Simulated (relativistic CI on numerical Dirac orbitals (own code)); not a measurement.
# What each ingredient does to the levels of Eu XXXV

Base calculation: Dirac-Coulomb-Breit CI, separate exchange-only KLI orbitals for each configuration, QED by a radiative potential, unscaled Slater integrals.

CI space (outside the closed core [Ar]): 3d10 4s, 3d10 4p, 3d10 4d, 3d10 4f, 3d10 5s, 3d10 5p, 3d10 5d, 3d10 5f, 3d10 5g, 3d9 4p2, 3d10 6s, 3d10 6p, 3d10 6d, 3d8 4s 4p2, 3d9 4s2, 3d10 6f. Levels of other configurations are missing.

The lowest level and the first level of each name with at least 55 % of one term (blank where a level has no safe partner in the second run):

```tsv
Level	Base (eV)	Shift (eV)
3d10 4s 2S_1/2	0.000	0.000
3d10 4p 2P°_1/2	72.162	-0.528
3d10 4p 2P°_3/2	114.963	-0.014
3d10 4d 2D_3/2	229.745	+0.297
3d10 4d 2D_5/2	238.654	+0.544
3d10 4f 2F°_5/2	361.733	+0.721
3d10 4f 2F°_7/2	363.517	+0.871
3d10 5s 2S_1/2	591.939	+0.508
3d10 5p 2P°_1/2	626.433	+0.257
3d10 5p 2P°_3/2	646.183	+0.488
3d10 5d 2D_3/2	700.120	+0.624
3d10 5d 2D_5/2	704.370	+0.749
3d10 5f 2F°_5/2	758.467	+0.828
3d10 5f 2F°_7/2	759.562	+0.895
3d10 5g 2G_7/2	784.369	+0.914
3d10 5g 2G_9/2	784.785	+0.926
3d10 6s 2S_1/2	882.754	+0.703
3d10 6p 2P°_1/2	901.780	+0.566
3d10 6p 2P°_3/2	912.558	+0.689
3d10 6d 2D_3/2	942.205	+0.760
3d10 6d 2D_5/2	944.580	+0.830
3d9 4s2 2D_5/2	968.614	+0.403
```

At this charge energies of transitions that change n are usually good to better than 1 %, and those within a shell (Δn = 0) to a few per cent.

**Question.** One thing was changed in a second run, which moved the levels as shown. Which?
A. P86 correlation estimate
B. configuration mixing switched off
C. QED terms removed
D. Breit term removed

**Answer.** D. Breit term removed. The Breit term mainly narrows fine-structure intervals, so removing it widens them.

LS names give the leading component of a level, which can be under half, so a name can repeat, a term be missing and a line seem to break the LS rules.
